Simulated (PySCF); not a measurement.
C₇H₅FO.
Atom-mapped SMILES: `[O:1]=[CH:2][c:3]1[cH:4][cH:5][cH:6][c:7]([F:8])[cH:9]1` (hydrogens: H10 on C2; H11 on C4; H12 on C5; H13 on C6; H14 on C9)

Computed, not measured: PySCF, PBE0-D3(BJ)/def2-TZVP geometry optimisation, gas phase.

Some entries are withheld.

```csv
coordinate,value
O1=C2,1.203 Å
C2–C3,?
C3–C4,?
C4–C5,1.382 Å
C5–C6,1.390 Å
C6–C7,?
C7–F8,1.337 Å
C7–C9,1.380 Å
C3–C9,?
C2–H10,1.111 Å
C4–H11,1.083 Å
C5–H12,1.083 Å
C6–H13,1.083 Å
C9–H14,1.084 Å
O1–C2–C3,?
C2–C3–C4,120.6°
C2–C3–C9,118.9°
C4–C3–C9,120.5°
C3–C4–C5,119.7°
C4–C5–C6,120.4°
C5–C6–C7,?
C6–C7–F8,118.9°
C6–C7–C9,121.9°
F8–C7–C9,?
C3–C9–C7,118.6°
```

**Question.** Estimate the withheld lengths and angles.

**Answer.** 
- C2–C3 = 1.476 Å, drawn single (aldehyde carbon to substituted aromatic carbon); 0.02 Å above the sum of covalent radii, 1.46 Å.
- C3–C4 = 1.393 Å, aromatic (substituted aromatic carbon to aromatic CH carbon); 0.07 Å below the sum of covalent radii, 1.46 Å.
- C6–C7 = 1.381 Å, aromatic (aromatic CH carbon to aromatic C–F carbon); 0.08 Å below the sum of covalent radii, 1.46 Å.
- C3–C9 = 1.391 Å, aromatic (substituted aromatic carbon to aromatic CH carbon); 0.07 Å below the sum of covalent radii, 1.46 Å.
- O1–C2–C3 = 124.7°, at the aldehyde carbon; the outer atoms are 2.376 Å apart.
- C5–C6–C7 = 118.9°, at the aromatic CH carbon, inside a 6-membered ring; the outer atoms are 2.387 Å apart.
- F8–C7–C9 = 119.2°, at the aromatic C–F carbon; the outer atoms are 2.343 Å apart.

Radii are Cordero's, carbon taken as 0.76, 0.73 or 0.69 Å for four, three, and two or fewer neighbours.

No frequency check. The numbers are those of one conformer (O1–C2–C3–C4 0°).
